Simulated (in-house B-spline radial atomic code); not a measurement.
## Ionising Sr VI (Sr5+) with different functionals

Computed with a B-spline radial code for spherical atoms: four-component Dirac-Coulomb Hamiltonian, Fermi nucleus of rms radius 4.224 fm, spin-restricted, spherical fractional occupations for the functionals. The ionisation energy is the difference of two self-consistent energies, [Ar] 3d10 4s2 4p3 → [Ar] 3d10 4s2 4p2, without Breit or QED terms; ε is the level of the shell that loses the electron (mean over j). The electron is taken from both j subshells in proportion to 2j + 1, so the result is a j average, not the step between ground levels.

Hybrids are left out here: with spherical fractional occupations of an open shell their exact exchange keeps a self-interaction that integer-occupation calculations don't have.

| method | rung | ΔSCF (eV) | -ε(4p) (eV) |
| --- | --- | --- | --- |
| LDA VWN5 | LDA | 87.92 | 80.04 |
| relativistic LDA | LDA | 87.88 | 80.01 |
| LDA PW92 | LDA | 87.91 | 80.04 |
| LDA exchange-only | LDA | 86.24 | 78.38 |
| PBE | GGA | 87.60 | 79.77 |
| PBEsol | GGA | 87.64 | 79.80 |
| BLYP | GGA | 87.52 | 79.66 |
| RPBE | GGA | 87.52 | 79.71 |
| PW91 | GGA | 87.73 | 79.89 |
| BP86 | GGA | 87.77 | 79.92 |
| AM05 | GGA | 87.64 | 79.80 |
| OLYP | GGA | 87.67 | 79.87 |

Problem. How do they compare with the NIST value?

Solution. NIST lists 88 eV ± 2 (tabulated theory, ground level to ground level). Errors run from -1.76 to -0.08 eV; all lie within about twice that uncertainty, so the table can't rank the methods.
